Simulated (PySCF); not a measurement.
Species: C7H9OP.
Atom-mapped SMILES: `[CH2:1]=[CH:2][C:3]1=[CH:4][P@:5]([CH3:6])(=[O:7])[CH:8]=[CH:9]1` (hydrogens: H10, H11 on C1; H12 on C2; H13 on C4; H14, H15, H16 on C6; H17 on C8; H18 on C9)

Structure used (PBE0-D3(BJ)/def2-SVP), in Å, numbered top down from 1:
```xyz
18
C7H9OP angstrom
C      2.923    0.353    0.041
C      1.928   -0.145    0.788
C      0.516   -0.167    0.424
C     -0.461   -0.650    1.226
P     -2.076   -0.508    0.411
C     -2.923    0.867    1.248
O     -2.918   -1.732    0.251
C     -1.313    0.235   -1.067
C      0.012    0.339   -0.884
H      2.752    0.804   -0.939
H      3.956    0.325    0.394
H      2.164   -0.582    1.763
H     -0.295   -1.079    2.216
H     -3.822    1.126    0.669
H     -2.271    1.746    1.344
H     -3.240    0.524    2.244
H     -1.851    0.540   -1.965
H      0.694    0.751   -1.632
```

All values: PBE0/pcSseg-1 and CAM-B3LYP/def2-SVPD (PySCF, non-relativistic), on one gas-phase PBE0-D3(BJ)/def2-SVP geometry that isn't relaxed in the solvent. The solvent is an IEF-PCM continuum (van der Waals radii × 1.2). Only the electrostatic response of the medium enters.

Gas phase at PBE0/pcSseg-1: HOMO -6.94 eV, LUMO -2.24 eV, dipole 4.78 D.

Problem. What does the continuum do to the energy, the frontier levels and the dipole at PBE0/pcSseg-1 in acetone and dimethylsulfoxide?

Solution. 
| solvent | ε | E(solvent) − E(gas) (kcal/mol) | polarisation term (kcal/mol) | distortion of the solute (kcal/mol) | HOMO (eV) | LUMO (eV) | dipole (D) |
| --- | --- | --- | --- | --- | --- | --- | --- |
| acetone | 20.49 | -10.76 | -12.67 | 1.91 | -6.84 | -2.13 | 6.23 |
| dimethylsulfoxide | 46.83 | -11.27 | -13.37 | 2.10 | -6.84 | -2.13 | 6.31 |

Polarisation term: ½ Σ q·V over the induced surface charges. Distortion: the rise of the solute's own energy as its density leaves the gas-phase optimum. From acetone to dimethylsulfoxide the lowering changes by a factor 1.05, Onsager's factor (ε − 1)/(2ε + 1) by 1.04 and ε itself by 2.3.

Problem. Which radius a makes the point-dipole formula ΔE = −[(ε − 1)/(2ε + 1)]·μ²/a³ give the value in dimethylsulfoxide, with the gas-phase dipole?

Solution. μ = 1.882 au and |ΔE| = 0.01795 Eh give a = 2.42 Å; the farthest nucleus lies 4.31 Å from the centroid of the nuclei, so such a sphere wouldn't even hold the nuclei. The formula assumes a rigid point dipole at the centre of a sphere.

Problem. Give the dipole vector in the frame of the coordinates (D, pointing from negative to positive charge), gas and dimethylsulfoxide.

Solution. Gas (2.91, 3.77, 0.46), solvent (3.88, 4.95, 0.51). Its length changes by +32 % and its direction by 1°.

Problem. Which Hirshfeld charges (PBE0/pcSseg-1) respond most in acetone (means over atoms taken as equivalent)?

Solution. 
| atoms | environment | gas (e) | solvent (e) | change |
| --- | --- | --- | --- | --- |
| O7 | phosphoryl oxygen | -0.409 | -0.469 | -0.060 |
| H18 | vinylic hydrogen | +0.056 | +0.067 | +0.011 |
| H10 | vinylic hydrogen | +0.049 | +0.057 | +0.008 |
| H13 | vinylic hydrogen | +0.058 | +0.066 | +0.008 |
| H17 | vinylic hydrogen | +0.061 | +0.068 | +0.007 |
| H14/H15/H16 | methyl hydrogen | +0.054 | +0.060 | +0.006 |
| H11 | vinylic hydrogen | +0.055 | +0.061 | +0.006 |
| C2 | alkene CH carbon | -0.043 | -0.049 | -0.006 |
| H12 | vinylic hydrogen | +0.053 | +0.058 | +0.005 |
| C4 | alkene CH carbon | -0.100 | -0.105 | -0.005 |
| C6 | sp3 carbon bound to phosphorus | -0.160 | -0.155 | +0.005 |
| C1 | terminal =CH2 carbon | -0.083 | -0.079 | +0.004 |

Problem. Which Mayer bond orders change most in acetone?

Solution. 
```
  bond  length (Å)    gas  solvent  change
 P5–O7       1.495  1.902    1.815  -0.087
 P5–C6       1.818  0.989    1.014  +0.025
 C4–P5       1.814  0.841    0.860  +0.019
 P5–C8       1.821  0.846    0.864  +0.018
 C3–C4       1.354  1.714    1.704  -0.010
 C8–C9       1.341  1.815    1.808  -0.007
 C1–C2       1.340  1.913    1.907  -0.006
C6–H14       1.100  0.944    0.938  -0.006
```

Gas phase at CAM-B3LYP/def2-SVPD: HOMO -8.21 eV, LUMO -1.18 eV, dipole 5.16 D.

Problem. What does the continuum do to the energy, the frontier levels and the dipole at CAM-B3LYP/def2-SVPD in acetone?

Solution. 
```json
{"solvent": "acetone", "ε": "20.49", "E(solvent) − E(gas) (kcal/mol)": "-11.59", "polarisation term (kcal/mol)": "-14.00", "distortion of the solute (kcal/mol)": "2.41", "HOMO (eV)": "-8.05", "LUMO (eV)": "-1.02", "dipole (D)": "6.88"}
```

Problem. How does the static polarisability (CAM-B3LYP/def2-SVPD, frozen core, with the continuum's full static response) change?

Solution. 
| medium | isotropic (au) | principal values (au) | ⟨r²⟩ of the electrons (bohr²) |
| --- | --- | --- | --- |
| gas | 110.3 | 78.3, 95.1, 157.5 | 1539.2 |
| acetone | 152.1 | 107.0, 132.2, 217.3 | 1538.7 |

The isotropic value in acetone is 1.38 times the gas-phase one; no cavity-field correction is applied. ⟨r²⟩ is taken about the centre of nuclear charge.
